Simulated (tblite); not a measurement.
Species: C₃H₉Cl₃SSi₂.
Z-matrix (Å and degrees, GFN2-xTB geometry), rows numbered from 1:
```
C 
C   1  1.5249
Si  2  1.8929  1  112.06
S   3  2.1249  2  108.02  1    54.64
Si  4  2.1785  3  109.32  2   161.79
C   3  1.9484  2  107.22  1   174.50
Cl  6  1.7731  3  111.67  2   -66.69
Cl  6  1.7763  3  110.72  2   172.20
Cl  6  1.7745  3  109.35  2    53.51
H   1  1.0866  2  110.26  3   -58.21
H   1  1.0868  2  110.70  3    61.40
H   1  1.0876  2  110.60  3  -178.39
H   2  1.0906  1  109.43  3  -122.04
H   2  1.0923  1  108.93  3   121.49
H   3  1.4618  2  115.44  1   -71.29
H   5  1.4534  4  107.73  3   -72.94
H   5  1.4549  4  107.54  3    50.43
H   5  1.4544  4  100.21  3   168.81
```

Method: GFN2-xTB as coded in tblite; computed harmonic values from a numerical Hessian at the method's own geometry, unscaled. Against measured fundamentals such values can be off by several per cent, at times by over 20. Modes of hydrogen on silicon can be 10 to 20 % off. One conformer, not necessarily the lowest.

Harmonic wavenumbers (cm⁻¹): 28.0, 38.7, 55.8, 81.2, 83.0, 108.6, 121.8, 161.8, 185.0, 207.2, 212.5, 242.4, 249.6, 261.1, 327.0, 419.0, 463.6, 510.8, 527.8, 571.5, 602.5, 618.3, 642.6, 699.9, 726.8, 741.5, 752.8, 761.6, 768.6, 823.1, 982.6, 1023.7, 1077.9, 1228.0, 1280.2, 1419.0, 1453.6, 1504.3, 1507.0, 2272.3, 2332.5, 2344.8, 2349.8, 2965.2, 2984.0, 3032.8, 3043.9, 3052.0.

A = 685.5, B = 589.4, C = 395.5 MHz; mass 237.903 u (most abundant isotopes); point group C1, symmetry number 1.

**Question.** Zero-point energy?

**Answer.** ½Σν̃ = 23924 cm⁻¹ = 68.40 kcal/mol.

**Question.** What is S at 200 K and 1 bar for an ideal gas of classical rigid rotors and harmonic oscillators?

**Answer.** Translation 40.34, rotation 30.79, vibration 36.60: S = 107.7 cal/(mol K).

**Question.** And Cp and H(200 K) − H(0)?

**Answer.** Cp = 41.42 cal/(mol K), of which vibrations give 33.47 (their classical limit is 48 R = 95.4); H(200 K) − H(0) = 5.32 kcal/mol without the zero-point energy, 3.73 from vibrations.

**Question.** What must be added to the electronic energy to get the Gibbs energy at 200 K and 1 bar?

**Answer.** ZPE + [H(200 K) − H(0)] − T·S = 68.40 + 5.32 − 21.55 = 52.17 kcal/mol.

**Question.** Blend soft modes into free rotors: weight 1/[1 + (100 cm⁻¹/ν̃)⁴] for the oscillator and the rest for a rotor with moment μB/(μ + B), μ = h/(8π²ν), B = 10⁻⁴⁴ kg m². What vibrational entropy results?

**Answer.** 32.83 cal/(mol K) in place of 36.60, which changes −T·S at 200 K by +0.75 kcal/mol.

Hindered rotation and anharmonicity are outside this model. Other conformers, if any are populated, would add a mixing term that is left out. The structure is chiral; the term R ln 2 for an equal mix with its mirror image is left out.
